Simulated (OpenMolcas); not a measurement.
Ag5+ among 2 point charges of -2 e arranged as a linear pair (D∞h).

```yaml
Program: OpenMolcas 26.06
Method: "SS-CASPT2, IPEA 0.25 Eh, imaginary shift 0.1 Eh (closed shells correlated: 4s 4p)"
Basis: ANO-RCC-VTZP [7s6p4d2f1g]
Scalar_Hamiltonian: DKH2, point nucleus
Active_space: 6 electrons in 5 orbitals (4d)
State_averaging: 2S+1 = 5 even, 5 roots; 2S+1 = 3 even, 45 roots; 2S+1 = 1 even, 50 roots
Spin-orbit_coupling: RASSI with atomic mean-field integrals over the reference wave functions
```

All point charges move together. At R = 2.06 Å the first state of the same spin is 8000 cm-1, and at R = 2.27 Å it is 6110 cm-1.

Q: A third run gives 9170 cm-1. What distance was it run at?

A: With a power law R^-n the two known points give n = -ln(6110 / 8000) / ln(2.27 / 2.06) = 2.78. Then R = 2.06 × (8000 / 9170)^(1/2.78) = 1.961 Å. The run was at 1.96 Å, so the estimate is off by +0.001 Å.

Roots that are degenerate in the reference are averaged as groups; the widest CASPT2 spread within a group is 35 cm-1 (the 2-fold group of multiplicity 1 near 66500 cm-1 above the lowest state of its run, R = 2.27). Shifts and gaps below about the spread of the groups concerned are not significant. Point charges give a weaker field than real ligands, and real ions of this kind are as a rule low spin; the high spin found here belongs to the model. Free-ion shares, where given, are those of the reference states; single-state CASPT2 does not remix them. Point charges carry no covalency, so the field is a model and not that of real ligands. No measured value stands beside these numbers.
